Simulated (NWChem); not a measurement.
System: AlHCl2; SMILES [Cl][AlH][Cl]

Output (shortened):

```
             Northwest Computational Chemistry Package (NWChem) 7.3.0
             --------------------------------------------------------

 C2V symmetry detected

                             Geometry "geometry" -> ""
                             -------------------------

 Output coordinates in angstroms (scale by  1.889725989 to convert to a.u.)

  No.       Tag          Charge          X              Y              Z
 ---- ---------------- ---------- -------------- -------------- --------------
    1 Al                  13.0000     0.00000000     0.00000000    -0.73374040
    2 H                    1.0000     0.00000000     0.00000000    -2.31161940
    3 Cl                  17.0000    -1.80592900     0.00000000     0.34853660
    4 Cl                  17.0000     1.80592900     0.00000000     0.34853660

 Effective nuclear repulsion energy (a.u.)     163.3910130782

      Symmetry information
      --------------------

 Group name             C2v
 Group number             16
 Group order               4
 No. of unique centers     3

                                 NWChem DFT Module
                                 -----------------

 Summary of "ao basis" -> "ao basis" (spherical)
 ------------------------------------------------------------------------------
       Tag                 Description            Shells   Functions and Types
 ---------------- ------------------------------  ------  ---------------------
 Al                          6-31g*                  8       18   4s3p1d
 H                           6-31g*                  2        2   2s
 Cl                          6-31g*                  8       18   4s3p1d

      Symmetry analysis of basis
      --------------------------

        a1         24
        a2          6
        b1         17
        b2          9

            General Information
            -------------------
          SCF calculation type: DFT
          Wavefunction type:  closed shell.
          No. of atoms     :     4
          No. of electrons :    48
           Alpha electrons :    24
            Beta electrons :    24
          Charge           :     0
          Spin multiplicity:     1
          Use of symmetry is: on ; symmetry adaption is: on
          Maximum number of iterations: 150
          AO basis - number of functions:    56
                     number of shells:    26
          Convergence on energy requested:  1.00D-06
          Convergence on density requested:  1.00D-05
          Convergence on gradient requested:  5.00D-04

              XC Information
              --------------
                         PBE0 Method XC Functional
                     Hartree-Fock (Exact) Exchange  0.250
          PerdewBurkeErnzerhof Exchange Functional  0.750
            Perdew 1991 LDA Correlation Functional  1.000 local
           PerdewBurkeErnz. Correlation Functional  1.000 non-local

             Grid Information
             ----------------
          Grid used for XC integration:  medium
          Radial quadrature: Mura-Knowles
          Angular quadrature: Lebedev.
          Tag              B.-S. Rad. Rad. Pts. Rad. Cut. Ang. Pts.
          ---              ---------- --------- --------- ---------
          Al                  1.25       88           8.0       590
          H                   0.35       45           9.0       434
          Cl                  1.00       88          10.0       590
          Grid pruning is: on
          Number of quadrature shells:   221
          Spatial weights used:  Erf1

      Superposition of Atomic Density Guess
      -------------------------------------

 Sum of atomic energies:       -1161.25804868

      Non-variational initial energy
      ------------------------------

 Total energy =   -1161.655212
 1-e energy   =   -1932.750704
 2-e energy   =     607.704478
 HOMO         =      -0.404320
 LUMO         =       0.016234

      Symmetry analysis of molecular orbitals - initial
      -------------------------------------------------

  Numbering of irreducible representations:

     1 a1          2 a2          3 b1          4 b2

  Orbital symmetries:

     1 a1          2 b1          3 a1          4 a1          5 b1
     6 a1          7 b1          8 a1          9 b2         10 b1
    11 a2         12 a1         13 b1         14 a1         15 b2
    16 a1         17 b1         18 a1         19 b1         20 a1
    21 b2         22 a2         23 b1         24 a1         25 a1
    26 b2         27 b1         28 a1         29 a1         30 b2
    31 a1         32 b1         33 b1         34 a1

     ---------------------------------------------
      Total Density - Mulliken Population Analysis
     ---------------------------------------------

    Atom       Charge   Shell Charges
 -----------   ------   -------------------------------------------------------
    1 Al  13    11.99   2.00  2.00  5.97  0.79  0.76  0.21  0.10  0.16
    2 H    1     1.07   0.45  0.63
    3 Cl  17    17.47   2.00  2.00  5.98  1.38  3.75  0.55  1.79  0.01
    4 Cl  17    17.47   2.00  2.00  5.98  1.38  3.75  0.55  1.79  0.01

   convergence    iter        energy       DeltaE   RMS-Dens  Diis-err
 ---------------- ----- ----------------- --------- --------- ---------
 d= 0,ls=0.0,diis     1  -1163.0454203004 -1.33D+03  1.81D-02  2.76D-01
 d= 0,ls=0.0,diis     2  -1163.0504957700 -5.08D-03  9.60D-03  2.15D-01
 d= 0,ls=0.0,diis     3  -1163.0864099361 -3.59D-02  1.40D-03  6.16D-03
 d= 0,ls=0.0,diis     4  -1163.0874057546 -9.96D-04  2.15D-04  9.45D-05
 d= 0,ls=0.0,diis     5  -1163.0874201473 -1.44D-05  3.36D-05  3.27D-06
 d= 0,ls=0.0,diis     6  -1163.0874206836 -5.36D-07  5.77D-06  6.63D-08

         Total DFT energy =    -1163.087420683556
      One electron energy =    -1934.366895832954
           Coulomb energy =      683.084316161787
    Exchange-Corr. energy =      -75.195854090612
 Nuclear repulsion energy =      163.391013078224

 Numeric. integr. density =       47.999996945176

[...]
```

Level: PBE0/6-31G* (spherical d). All runs use the structure optimised with PBE-D3(BJ)/def2-SVP.

**Question.** Which NWChem input produces such a log?

**Answer.** This is not unique; one that fits is the input that was run:
```
start job
memory heap 200 mb stack 900 mb global 1100 mb
geometry units angstroms noautoz
  Al     0.000000     0.000000    -0.692821
  H      0.000000     0.000000    -2.270700
  Cl    -1.805929     0.000000     0.389456
  Cl     1.805929     0.000000     0.389456
end
basis spherical
  * library 6-31g*
end
dft
  xc pbe0
  iterations 150
  mulliken
end
task dft energy
```
